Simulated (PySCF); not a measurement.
## Spinor energies of Nd³⁺ (neodymium, charge +3)

Start: [Xe] 4f3; 4f5/2 filled at m_j = +1/2, +3/2, +5/2. Calculated with PySCF 2.14 in x2c-TZVPall-2c: generalised Hartree-Fock with the X2C-1e Hamiltonian and a Gaussian nucleus; one run each with spin-orbit coupling (SO) switched off, then screened by Boettger's factors.

```json
{"spinor shell": "1s1/2", "electrons": "2", "ε, spin-free (eV)": "-43813.7", "ε, screened SO (eV)": "-43807.0", "weight of nominal j (screened SO)": "1.000", "rms radius, screened SO (bohr)": "0.0269"}
{"spinor shell": "2s1/2", "electrons": "2", "ε, spin-free (eV)": "-7226.1", "ε, screened SO (eV)": "-7224.1", "weight of nominal j (screened SO)": "1.000", "rms radius, screened SO (bohr)": "0.109"}
{"spinor shell": "2p1/2", "electrons": "2", "ε, spin-free (eV)": "-6456.5", "ε, screened SO (eV)": "-6821.2", "weight of nominal j (screened SO)": "1.000", "rms radius, screened SO (bohr)": "0.0938"}
{"spinor shell": "2p3/2", "electrons": "4", "ε, spin-free (eV)": "-6456.5", "ε, screened SO (eV)": "-6297.2", "weight of nominal j (screened SO)": "1.000", "rms radius, screened SO (bohr)": "0.0998"}
{"spinor shell": "3s1/2", "electrons": "2", "ε, spin-free (eV)": "-1640.4", "ε, screened SO (eV)": "-1639.7", "weight of nominal j (screened SO)": "1.000", "rms radius, screened SO (bohr)": "0.283"}
{"spinor shell": "3p1/2", "electrons": "2", "ε, spin-free (eV)": "-1392.4", "ε, screened SO (eV)": "-1467.0", "weight of nominal j (screened SO)": "1.000", "rms radius, screened SO (bohr)": "0.275"}
{"spinor shell": "3p3/2", "electrons": "4", "ε, spin-free (eV)": "-1392.4", "ε, screened SO (eV)": "-1359.3", "weight of nominal j (screened SO)": "1.000", "rms radius, screened SO (bohr)": "0.288"}
{"spinor shell": "3d3/2", "electrons": "4", "ε, spin-free (eV)": "-1047.8", "ε, screened SO (eV)": "-1061.7", "weight of nominal j (screened SO)": "0.998", "rms radius, screened SO (bohr)": "0.260"}
{"spinor shell": "3d5/2", "electrons": "6", "ε, spin-free (eV)": "-1047.8", "ε, screened SO (eV)": "-1037.8", "weight of nominal j (screened SO)": "0.999", "rms radius, screened SO (bohr)": "0.263"}
{"spinor shell": "4s1/2", "electrons": "2", "ε, spin-free (eV)": "-371.98", "ε, screened SO (eV)": "-371.74", "weight of nominal j (screened SO)": "1.000", "rms radius, screened SO (bohr)": "0.644"}
{"spinor shell": "4p1/2", "electrons": "2", "ε, spin-free (eV)": "-287.80", "ε, screened SO (eV)": "-305.23", "weight of nominal j (screened SO)": "0.988", "rms radius, screened SO (bohr)": "0.665"}
{"spinor shell": "4p3/2", "electrons": "4", "ε, spin-free (eV)": "-287.80", "ε, screened SO (eV)": "-279.89", "weight of nominal j (screened SO)": "0.994", "rms radius, screened SO (bohr)": "0.692"}
{"spinor shell": "4d3/2", "electrons": "4", "ε, spin-free (eV)": "-164.63", "ε, screened SO (eV)": "-170.25", "weight of nominal j (screened SO)": "0.832", "rms radius, screened SO (bohr)": "0.755"}
{"spinor shell": "5s1/2", "electrons": "2", "ε, spin-free (eV)": "-77.737", "ε, screened SO (eV)": "-77.691", "weight of nominal j (screened SO)": "1.000", "rms radius, screened SO (bohr)": "1.55"}
{"spinor shell": "5p1/2", "electrons": "2", "ε, spin-free (eV)": "-53.882", "ε, screened SO (eV)": "-56.771", "weight of nominal j (screened SO)": "0.958", "rms radius, screened SO (bohr)": "1.70"}
{"spinor shell": "5p3/2", "electrons": "4", "ε, spin-free (eV)": "-53.882", "ε, screened SO (eV)": "-52.573", "weight of nominal j (screened SO)": "0.979", "rms radius, screened SO (bohr)": "1.79"}
{"spinor shell": "4f5/2", "electrons": "3", "ε, spin-free (eV)": "-42.730", "ε, screened SO (eV)": "-42.774", "weight of nominal j (screened SO)": "0.802", "rms radius, screened SO (bohr)": "1.04"}
```

**Question.** Where does 4d5/2 lie, and what is the 4d spin-orbit splitting (screened SO)?

**Answer.** At -160.66 eV, 9.592 eV above 4d3/2.

```csv
quantity,spin-free,screened SO
E (hartree),-9616.20110,-9621.02250
M_J,9/2,9/2
⟨J²⟩,27.753,26.817
⟨L²⟩,42.002,41.728
⟨S²⟩,3.752,3.719
```

The determinant has a definite M_J but mixes levels of different J.

Each row is a mean over spinors that exchange with the open shell spreads, by up to 10.528 eV (4d3/2).

Rows whose weight is well below 1 are mixtures of j = l ± 1/2: exchange outweighs spin-orbit coupling there, and the label is only the starting occupation.

Breit and QED terms are absent; they matter most for the inner s and p1/2 levels.

Densities and radii are taken from the X2C orbitals without a picture-change correction, which distorts them close to the nucleus.

Without spin-orbit coupling the j labels of p, d and f shells carry no meaning; the spin-free column gives the mean over the occupied spinors of each nl shell, and its ⟨J²⟩ belongs to a mixture of degenerate components.
